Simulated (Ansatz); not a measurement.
Relaxation of ClFH3Sn (6 atoms, charge 0, multiplicity 2), to a largest force component of 0.03 eV/Å in at most 50 steps.

Method: UHF/def2-SVP in Ansatz.

```xyz
6
Properties=species:S:1:pos:R:3
Sn 0.003 0.000 -0.118
Cl 0.036 0.000 2.278
H 1.630 0.000 -0.610
H -0.819 1.414 -0.578
H -0.819 -1.414 -0.578
F -0.029 0.000 4.987
```

Question: Where does it end, and by what steps?

Answer: The run converged. After 5 steps the energy has fallen by 0.067 eV; F6 moved furthest, 0.51 Å.

| step | energy less start (eV) | largest force component (eV/Å) | accepted |
| --- | --- | --- | --- |
| 0 | 0.0000 | 0.687 | yes |
| 1 | -0.0300 | 0.185 | yes |
| 2 | -0.0533 | 0.205 | yes |
| 3 | -0.0636 | 0.065 | yes |
| 4 | -0.0665 | 0.123 | yes |
| 5 | -0.0670 | 0.015 | yes |

```xyz
6
Properties=species:S:1:pos:R:3
Sn 0.005 0.000 -0.211
Cl 0.047 0.000 2.156
H 1.628 0.000 -0.715
H -0.819 1.413 -0.673
H -0.819 -1.413 -0.673
F -0.041 0.000 5.497
```

Whether the end is a true minimum wasn't checked by a vibrational analysis.

Time of the run: 27 s on 1 thread of AMD EPYC 7R43 64-Core Processor (Zen 3), on a shared host, peak memory 0.2 GiB.
